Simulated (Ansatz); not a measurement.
`F[CH]([SiH3])[GeH3]` and `FC([SiH3])Cl` differ in one atom or group.

Ansatz, PBE0-D4/def2-TZVP geometries, multiplicity 1. 

Scalar relativity is left out up to krypton.

```csv
property,`F[CH]([SiH3])[GeH3]`
size of the dipole moment (ωB97M-V/def2-TZVPP) / D,1.37
LUMO energy (PBE/def2-TZVPP) / eV,-0.65
LUMO energy (B3LYP/def2-TZVPP) / eV,-0.03
HOMO–LUMO gap (ωB97M-V/def2-TZVPP) / eV,12.19
LUMO energy (ωB97M-V/def2-TZVPP) / eV,1.80
HOMO–LUMO gap (B3LYP/def2-TZVPP) / eV,7.95
```

**Question.** Give the same properties after the change, and the shifts. (Estimate.)

**Answer.** Computed: 
```
                                          property  `FC([SiH3])Cl`  shift
size of the dipole moment (ωB97M-V/def2-TZVPP) / D            1.77   0.40
                 LUMO energy (PBE/def2-TZVPP) / eV           -1.02  -0.37
               LUMO energy (B3LYP/def2-TZVPP) / eV           -0.32  -0.29
           HOMO–LUMO gap (ωB97M-V/def2-TZVPP) / eV           12.27   0.08
             LUMO energy (ωB97M-V/def2-TZVPP) / eV            1.66  -0.14
             HOMO–LUMO gap (B3LYP/def2-TZVPP) / eV            7.81  -0.14
```

With PBE0 the HOMO falls by 0.16 eV and the LUMO falls by 0.27 eV, so the gap narrows by about 0.11 eV. PBE moves the HOMO by -0.09 eV and ωB97M-V by -0.22 eV. Dipoles are sizes alone; their direction can turn.

B3LYP here is the variant with VWN-RPA as its local correlation; programs differ in this.
